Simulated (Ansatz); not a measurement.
Ansatz results at the PBE0-D4/def2-TZVP geometry: LUMO energy (ωB97M-V/def2-TZVPP) 1.44 eV; size of the dipole moment (PBE/def2-TZVPP) 1.64 D; HOMO energy (PBE0/def2-TZVPP) -7.96 eV.

Each molecule was computed in one conformer, which needn't be the lowest.

Problem. Which molecule gave them?
A. `FC[SiH]1C[SiH2]1`
B. `BO[SiH](C)F`
C. `FB[SiH]1C[SiH2]1`
D. `N[SiH](F)/N=C/F`

Solution. D. The others give `BO[SiH](C)F`: 1.16, 1.88, -8.54; `FB[SiH]1C[SiH2]1`: 0.07, 0.97, -6.67; `FC[SiH]1C[SiH2]1`: 0.81, 0.41, -6.38.
